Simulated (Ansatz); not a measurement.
A nudged elastic band was laid between two geometries of BF2H + H2O (7 atoms, charge 0, multiplicity 1).

These are results of RKS B3LYP-D4/6-31G* in Ansatz 0.2.0, not measurements.

- movable images: 5
- climbing image: yes
- spring: 5.0 eV/Å²
- optimiser: quadratic models (default)
- start path: through a guess of the saddle point
- force threshold: 0.05 eV/Å
- iteration limit: 60
- end points: relaxed

First end point:

```xyz
7
Properties=species:S:1:pos:R:3
B 0.021 0.132 0.140
H 0.455 0.780 1.042
F 0.820 -0.146 -0.917
F -1.306 0.184 -0.125
O 0.052 -1.616 0.929
H 0.480 -2.145 0.233
H -0.887 -1.876 0.916
```

Last end point:

```xyz
7
Properties=species:S:1:pos:R:3
B -0.033 -0.524 -0.842
H -0.001 -0.127 2.972
F 0.917 0.217 -1.388
F -1.306 -0.216 -1.092
O 0.307 -1.569 -0.052
H -0.468 -2.036 0.291
H 0.220 -0.432 2.331
```

(1) Which bonds break or form, and what moves?

(2) What energy profile does the band end with?

(3) What is the geometry of the highest image?

Results:

(1) Bonds broken: B1–H2, O5–H7. Bonds formed: B1–O5, H2–H7. BF2H + H2O becomes BF2HO + H2.

(2) It converged. The highest image is number 3 of 0 to 6, 29.4 kcal/mol above the first end and 51.2 kcal/mol above the last; the last end lies 21.8 kcal/mol below the first. Neighbouring images differ by up to 2.0 eV, so the band resolves the path poorly. A vibrational analysis at the climbing image gives one clearly imaginary mode, 1511i cm⁻¹: a first-order saddle point. The orbitals stay closed-shell, which can raise the energy where a bond breaks towards radicals; this wasn't checked here.

```csv
image,path coordinate (Å),energy (kcal/mol),B1–H2 (Å),O5–H7 (Å),B1–O5 (Å)
0,0.00,0.0,1.19,0.97,1.92
1,0.97,0.9,1.20,0.97,1.92
2,1.95,1.6,1.20,0.97,1.87
3,2.92,29.4,1.38,1.25,1.56
4,3.88,-16.6,2.27,2.16,1.36
5,4.84,-21.6,3.18,2.70,1.35
6,5.79,-21.8,3.83,2.64,1.35
```

(3) 
```xyz
7
Properties=species:S:1:pos:R:3
B -0.007 -0.248 0.000
H -0.019 0.176 1.315
F 1.017 0.328 -0.637
F -1.252 -0.123 -0.507
O 0.293 -1.716 0.423
H -0.519 -2.242 0.305
H 0.121 -0.864 1.321
```

Time of the run: 88 s on 1 thread of Intel(R) Xeon(R) Platinum 8488C (Sapphire Rapids), on a shared host, peak memory 0.13 GiB.
